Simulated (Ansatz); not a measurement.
A nudged elastic band was laid between two geometries of C$_{3}$H$_{7}$FSSi (13 atoms, charge 0, multiplicity 1).

Computed with Ansatz, RKS PBE0-D4/cc-pVDZ.

```
movable images  : 7
climbing image  : yes
spring          : 5.0 eV/Å²
optimiser       : quadratic models (default)
start path      : IDPP
force threshold : 0.05 eV/Å
iteration limit : 54
end points      : relaxed
```

First end point:

```xyz
13
Properties=species:S:1:pos:R:3
C 0.768 -2.362 -0.614
C 0.775 -1.343 0.242
F 1.900 -0.644 0.477
S -0.592 -0.845 1.230
C -0.432 0.972 1.123
Si -0.761 1.647 -0.622
H -0.163 -2.880 -0.835
H 1.698 -2.687 -1.081
H -1.186 1.359 1.826
H 0.557 1.267 1.506
H -0.556 3.134 -0.628
H 0.183 1.016 -1.596
H -2.171 1.333 -1.013
```

Last end point:

```xyz
13
Properties=species:S:1:pos:R:3
C 1.776 -1.746 -0.606
C 1.228 -0.931 0.292
F 1.903 0.134 0.761
S -0.343 -1.168 1.045
C -0.955 0.553 1.084
Si -1.295 1.261 -0.646
H 1.195 -2.568 -1.019
H 2.811 -1.599 -0.916
H -1.892 0.502 1.661
H -0.248 1.172 1.656
H -0.048 1.206 -1.472
H -2.373 0.459 -1.306
H -1.738 2.689 -0.520
```

Problem. What changes between the two ends?

Solution. No bond is made or broken. The dihedral S4–C5–Si6–H12 goes from -58 to 62°. The two ends are copies of one structure, up to a mirror image or an exchange of like atoms.

Problem. What energy profile does the band end with?

Solution. The forces met the threshold. The highest image is number 4 of 0 to 8, 6.6 kJ/mol above the ends, which have the same energy within 2 meV. A vibrational analysis at the climbing image gives one clearly imaginary mode, 68i cm⁻¹: a first-order saddle point.

```tsv
image	path coordinate (Å)	energy (kJ/mol)	dihedral S4–C5–Si6–H12 (°)
0	0.00	0.0	-58
1	0.64	1.2	-43
2	1.29	3.9	-26
3	1.93	6.0	-8
4	2.58	6.6	11
5	3.26	5.8	26
6	3.93	2.9	40
7	4.61	0.6	52
8	5.29	0.0	62
```

Problem. What is the geometry of the highest image?

Solution. 
```xyz
13
Properties=species:S:1:pos:R:3
C 1.578 -1.994 -0.539
C 1.092 -1.001 0.201
F 1.727 0.185 0.272
S -0.346 -1.092 1.207
C -0.954 0.626 1.116
Si -1.050 1.397 -0.632
H 1.021 -2.923 -0.639
H 2.546 -1.883 -1.028
H -1.969 0.565 1.538
H -0.357 1.259 1.789
H -0.020 2.472 -0.783
H -0.840 0.344 -1.673
H -2.408 2.009 -0.814
```

Problem. What are the harmonic wavenumbers there?

Solution. 68i, 48, 76, 142, 242, 368, 434, 521, 550, 564, 685, 710, 722, 775, 801, 837, 911, 935, 943, 944, 1107, 1156, 1221, 1371, 1401, 1724, 2208, 2227, 2236, 3090, 3154, 3202, 3318 cm⁻¹.

Time of the run: 13 min on 2 threads of Arm Neoverse N1, with other jobs on the host, peak memory 0.35 GiB.
